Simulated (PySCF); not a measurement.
SMILES [OH][Ge]([OH])([Br])[Br] (H2Br2GeO2), CAM-B3LYP/def2-SVP optimised geometry. Atoms within 1.6 Å of the plane z = 1.2 Å (x, y, z in Å): Ge2 (-0.65, -1.06, 0.00), O3 (1.10, -1.06, 0.00), Br4 (-1.48, 1.06, 0.00), Br5 (-1.25, -2.23, 1.86).

Level of theory: CAM-B3LYP/def2-TZVP run with PySCF 2.14.0.

Map of the electron localisation function on the plane z = 1.2 Å:

```
|0000000000000000000000000000000|
|0000000000000000000000000000000|
|0000000000000000000000000000000|
|0000000111211100000000000000000|
|0000112333433210000000000000000|
|0001234556665431000000000000000|
|0012356777777643100000000000000|
|0124567889988754200000000000000|
|0135788999998864210000000000000|
|1246789999999875210000000000000|
|1246899999999864200000000000000|
|1256899999998753100000000000000|
|1246789999887641000000000000000|
|0135678888765420000000000000000|
|0013455665543210000011110000000|
|0001122222221100001233321000000|
|0000000011111100002355432100000|
|0000000001111110013566643100000|
|0000000112333211013577654200000|
|0000112345555421012567764210000|
|0011345677877631001467654210000|
|0124567788898752000245553200000|
|0245788888889863000124432100000|
|1256889875578874100012221000000|
|1357899863247875200000110000000|
|1357899963247886300000000000000|
|1357899985578987410000000000000|
|1257899999899987520000000000000|
|0246799999999987520000000000000|
|0135689999999886420000000000000|
|0013568899998875310000000000000|
```
Scale: ten equal steps from 0.000 (start of '0') to 0.856 (end of '9'), in the order '0123456789'; x runs from -3.50 to 3.50, y from -3.50 (bottom) to 3.50 (top).
